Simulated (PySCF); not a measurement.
## Correlation energy of Al⁺ (aluminium, charge +1)

[Ne] 3s2, closed-shell 1S. Calculation: PySCF 2.14, in pcseg-2 (5s4p2d1f, 34 functions); the non-relativistic Hamiltonian (point nucleus). Frozen: [Ne]; 2 electrons correlated.

Total MP2 correlation energy: -27.07 mhartree.

Same-spin part 0.00 and opposite-spin part -27.07 mhartree; SCS-MP2 scales them by 1/3 and 6/5 to -32.48 mhartree.

With two correlated electrons CCSD is exact within the correlated space (frozen core and kept virtual orbitals).

```
level  correlation energy (mhartree)
 CCSD                         -38.90
```

Diagnostics: T1 = 0.0084, D1 = 0.0119, largest double amplitude 0.111.

Task: Is a single reference adequate?

Result: Mostly. T1 lies below 0.03, but a double amplitude of this size points to a near-degeneracy that CCSD handles and MP2 describes poorly.
